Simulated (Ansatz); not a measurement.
System: N-methyl-N-trichlorogermylmethanamine, C2H6Cl3GeN, net charge 0, singlet state. 
Geometry from a B3LYP-D3(BJ)/def2-TZVP (Ansatz, a quantum-chemistry and plane-wave program) optimisation:
```xyz
13

C     -2.5512     0.5739     0.3041
N     -1.5760    -0.4086    -0.1566
C     -1.9292    -1.7812     0.1893
Ge     0.1767     0.0497    -0.0624
Cl     0.4540     1.9805    -0.9523
Cl     0.9519     0.1560     1.9575
Cl     1.3478    -1.4038    -1.1173
H     -2.6825     0.5604     1.3938
H     -3.5175     0.3548    -0.1579
H     -2.2552     1.5769     0.0006
H     -2.0239    -1.9333     1.2722
H     -1.1849    -2.4758    -0.1969
H     -2.8888    -2.0257    -0.2739
```
Charge 0, spin multiplicity 1.

Total electronic energies in hartree. Correlated levels leave the core frozen unless marked. Spin-orbit coupling is left out. The frozen core is the preceding noble-gas configuration, with the filled d and f shells of earlier blocks. Non-relativistic. CBS marks a two-point X^-3 extrapolation of the correlation energy; Hartree-Fock from the larger set.

```tsv
level	program	energy (Eh)
r2SCAN/def2-TZVPD	Ansatz	-3592.23929
B97M-V/def2-TZVPD	Ansatz	[?]
B3LYP-D3(BJ)/def2-TZVPD	Ansatz + dftd3	-3592.53220
B3LYP/def2-TZVPD	Ansatz	-3592.50326
r2SCAN0/def2-TZVPD	Ansatz	-3592.19669
RI-MP2/def2-TZVPPD	Ansatz	-3589.02848
SCS-MP2/def2-TZVPPD	Ansatz	-3589.01346
CCSD/STO-3G	Ansatz	-3547.99368
CCSD(T)/CBS(def2-TZVPP,def2-QZVPP)	Ansatz	-3589.4084
```

**Question.** What belongs in the gaps?

**Answer.** 
- B97M-V/def2-TZVPD, energy (Eh): -3591.66490
